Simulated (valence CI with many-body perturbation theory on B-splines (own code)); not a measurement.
# Cs²³⁺: key properties

Calculated by valence CI with perturbative core correlation (CI+MBPT): four valence electrons over a frozen Dirac-Fock core [Ar] 3d10, radial functions for each j: 9 s, 9 p, 8 d, 6 f, 3 g, 1 h, with the one-electron correlation potential Σ1, the two-electron term Σ2, the three-electron term Σ3, Breit, model QED; selected CI, second order for the rest, scaled by the run's own slope (own B-spline code, finite nucleus).

No measured levels were compared; by estimate levels hold to about 250 cm⁻¹ or 0.2 % of their energy and the worst to 1 %, as in measured heavy ions of charge 2 to 7; those with d or f electrons hold less well.

Levels are named by their leading jj configuration (3d3/2^4 stands for four electrons in 3d with j = 3/2), which in mixed levels can hold well under half, so a name can repeat and another be missing.

Rates and lifetimes use the calculated energies. Strong lines usually hold to 10 to 20 %, long lifetimes can be off by a factor of two.

Q: What is the ground level?

A: (4s^2 4p1/2^2) J=0, composition 76 % 4s2.4p2 3P + 22 % 4s2.4p2 1S.

Q: What are the static dipole polarisabilities of the lowest levels?

A: (4s^2 4p1/2^2) J=0 0.173; (4s^2 4p1/2 4p3/2) J=1 0.185 (tensor 0.0072); (4s^2 4p1/2 4p3/2) J=2 0.184 (tensor 0.0099) bohr³, of which the core gives 0.0105.

Q: What is the ionisation energy?

A: 754.66 eV; NIST lists 753 ± 4 eV (theoretical).

Q: Where does the other parity begin?

A: At (4s 4p1/2^2 4p3/2) J=2, 537680 cm⁻¹.

Q: Among levels below 1318900 cm⁻¹, which E1 lines absorb most strongly from the ground level?

A: to (4s^2 4p1/2 4d3/2) J=1 at 10.68 nm, f = 1.56; to (4s 4p1/2^2 4p3/2) J=1 at 16.33 nm, f = 0.394; to (4s 4p1/2 4p3/2^2) J=1 at 12.39 nm, f = 0.170.
